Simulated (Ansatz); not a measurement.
Cost and result for the atomization energy of CH6FNSn (`C[NH][SnH2][F]`) (10 atoms, 9 bonds).

```xyz
10

C    -0.743    0.972   -0.860
N     0.440    0.158   -0.648
Sn    0.741   -0.813    1.071
F    -0.621   -2.175    1.278
H    -0.573    1.685   -1.673
H    -0.953    1.560    0.037
H    -1.648    0.397   -1.095
H     0.695   -0.364   -1.474
H     0.459    0.252    2.363
H     2.204   -1.671    1.002
```

Total charge 0; spin multiplicity 1. Correlated methods include outer-core shells of Sn, which these sets cover unevenly. Sn takes the def2 core potential. All single points use the PBE0-D4/def2-TZVP geometry. It is one conformer, not always the lowest. Program: Ansatz. All runs use 4 threads of an AMD EPYC 7B13 on a shared host. Times are those of one run each, without the atoms' runs, and a repeat can differ threefold. Electronic energies, without spin–orbit coupling; frozen cores. CCSD(T)/CBS adds CCSD(T) − MP2 in def2-TZVPP to the MP2 limit, and its time is that of the two runs behind it. T1 = 0.013. With those shells the extrapolation isn't a true limit. HSE06 is the plane-wave form, built on full-range PBE exchange.

CCSD(T)/CBS is a level of theory with its own doubt, some kJ/mol a heavy atom from the limit and from the frozen cores, so smaller differences don't rank the functionals.

```csv
level,functions,wall time
LDA (SPW92)/def2-TZVPP,227,1 s
PBE-D4/def2-TZVPP (with forces),227,1.7 s
BHLYP-D4/def2-TZVPP,227,2.1 s
HSE06-D4/def2-TZVPP,227,2.3 s
CAM-B3LYP-D4/def2-TZVPP,227,2.3 s
r2SCANh-D4/def2-TZVPP,227,3.3 s
B2PLYP/def2-TZVPP,227,4.1 s
PBE-QIDH/def2-TZVPP,227,4.1 s
CCSD(T)/def2-SVP,98,4.6 s
B97M-V/def2-TZVPP,227,4.9 s
MP2/def2-QZVPP,433,13 s
CCSD(T)/def2-TZVPP,227,110 s
CCSD(T)/CBS(def2),–,2 min
```

Question: What atomization energy does each give, and how far from CCSD(T)/CBS? (Estimate.)

Answer: The calculation gave: 
```json
{"level": "LDA (SPW92)/def2-TZVPP", "atomization (kJ/mol)": "3702.2", "difference from CCSD(T)/CBS": "457.7", "per bond": "50.9"}
{"level": "PBE-D4/def2-TZVPP (with forces)", "atomization (kJ/mol)": "3268.5", "difference from CCSD(T)/CBS": "24.0", "per bond": "2.7"}
{"level": "BHLYP-D4/def2-TZVPP", "atomization (kJ/mol)": "3117.3", "difference from CCSD(T)/CBS": "-127.2", "per bond": "-14.1"}
{"level": "HSE06-D4/def2-TZVPP", "atomization (kJ/mol)": "3199.3", "difference from CCSD(T)/CBS": "-45.2", "per bond": "-5.0"}
{"level": "CAM-B3LYP-D4/def2-TZVPP", "atomization (kJ/mol)": "3245.5", "difference from CCSD(T)/CBS": "1.0", "per bond": "0.1"}
{"level": "r2SCANh-D4/def2-TZVPP", "atomization (kJ/mol)": "3182.5", "difference from CCSD(T)/CBS": "-62.0", "per bond": "-6.9"}
{"level": "B2PLYP/def2-TZVPP", "atomization (kJ/mol)": "3182.0", "difference from CCSD(T)/CBS": "-62.5", "per bond": "-6.9"}
{"level": "PBE-QIDH/def2-TZVPP", "atomization (kJ/mol)": "3171.5", "difference from CCSD(T)/CBS": "-73.0", "per bond": "-8.1"}
{"level": "CCSD(T)/def2-SVP", "atomization (kJ/mol)": "3002.0", "difference from CCSD(T)/CBS": "-242.5", "per bond": "-26.9"}
{"level": "B97M-V/def2-TZVPP", "atomization (kJ/mol)": "3246.4", "difference from CCSD(T)/CBS": "1.9", "per bond": "0.2"}
{"level": "MP2/def2-QZVPP", "atomization (kJ/mol)": "3220.2", "difference from CCSD(T)/CBS": "-24.3", "per bond": "-2.7"}
{"level": "CCSD(T)/def2-TZVPP", "atomization (kJ/mol)": "3142.4", "difference from CCSD(T)/CBS": "-102.1", "per bond": "-11.3"}
{"level": "CCSD(T)/CBS(def2)", "atomization (kJ/mol)": "3244.5", "difference from CCSD(T)/CBS": "0.0", "per bond": "0.0"}
```

From r2SCAN to r2SCAN0 (25 % exact exchange), in def2-TZVPP and without D4, the atomization energy moves by −60.9 kJ/mol: exact exchange takes away binding that semilocal exchange gives to molecules. At CCSD(T), def2-SVP lies −242.5 kJ/mol from the extrapolated value and def2-TZVPP −102.1 kJ/mol: correlation converges slowly with the basis, and small sets miss more of it in the bonded molecule than in its fragments. In def2-TZVPP, CCSD(T) changes the Hartree–Fock value by +906.4 kJ/mol (the triples alone add +49.3 kJ/mol) and MP2 by +922.0 kJ/mol; breaking electron pairs costs correlation energy, which Hartree–Fock lacks.

Spin–orbit coupling would lower the free Sn atoms strongly, and the atomization energy with them, by more than many differences here. For some Ge, Se and Sn compounds the MP2-based and the directly extrapolated limit differ by 10 to 25 kJ/mol.
